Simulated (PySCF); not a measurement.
# Assigning NMR signals

Geometry:
```
atom   x (Å)   y (Å)   z (Å)
  N1   1.274  -1.613   2.898
  C2   0.497  -1.497   2.061
  C3  -0.448  -1.359   1.032
  C4  -0.478  -0.284   0.231
  C5  -1.491  -0.176  -0.878
  C6  -2.382   0.930  -0.622
  N7  -3.073   1.811  -0.394
  C8   0.486   0.841   0.349
 Si9   2.026   0.541  -0.749
 F10   1.449   0.363  -2.249
 H11  -1.148  -2.177   0.927
 H12  -2.085  -1.089  -0.970
 H13  -0.980   0.015  -1.828
 H14   0.817   0.947   1.382
 H15   0.002   1.774   0.053
 H16   2.653  -0.733  -0.451
 H17   2.874   1.717  -0.801
```

PySCF 2.14 calculation with GIAO PBE0/pcSseg-1 shieldings and coordinates at the GFN2-xTB level; gas phase, averaged over atoms made equivalent by symmetry, fast rotation or ring inversion, non-relativistic, a single conformation.

Chemical shifts δ = σref − σ; ¹³C (186.93 ppm), ¹H (31.72 ppm) against TMS, all at this level.

Q: Assign these signals to the numbered atoms. ¹³C{¹H} NMR (computed): δ 166.5, 121.5, 120.4, 103.0, 28.7, 28.7.

A: 
166.5 → C4, fully substituted alkene carbon
121.5 → C2, nitrile carbon: typical of a nitrile
120.4 → C6, nitrile carbon
103.0 → C3, alkene CH: the olefinic region
28.7 → C8, allylic sp3 CH2 bonded to Si
28.7 → C5, allylic sp3 CH2: a saturated carbon with 2 carbon neighbours and no heteroatom attached

C2 and C6; C8 and C5 lie closer than the usual error of such a calculation, so a measured spectrum could show them in the other order.

Q: Assign these signals to the numbered atoms. ¹H NMR (400 MHz, computed): δ 5.34 (m, 2H), 5.33 (s, 1H), 3.25 (s, 2H), 2.65 (m, 2H).

A: 
| δ (ppm) | atoms | environment | reason |
| --- | --- | --- | --- |
| 5.34 | H16/H17 | hydrogen on a silicon bonded to C, F | – |
| 5.33 | H11 | hydrogen on an alkene CH | a vinylic proton, deshielded by the sp2 carbon and the C=C anisotropy |
| 3.25 | H12/H13 | hydrogen on an allylic sp3 CH2 | – |
| 2.65 | H14/H15 | hydrogen on an allylic sp3 CH2 bonded to Si | allylic position |

H16/H17 and H11 lie closer than the usual error of such a calculation, so a measured spectrum could show them in the other order.

Splittings by ¹⁹F in the carbon and heteronuclear signals aren't shown, as no couplings were computed. Shifts are as computed. Against solution values, carbons near 30 ppm lie about +3 ppm off and those near 130 ppm about +5 ppm. Of 1309 compounds with measured shifts, 239 miss one by over three times the rms of a fit or turn the order of signals round; such compounds aren't used in these exercises. Multiplicities follow the n + 1 count of equivalent neighbours, as no J values were calculated; m marks all less simple cases, F and P coupling included.
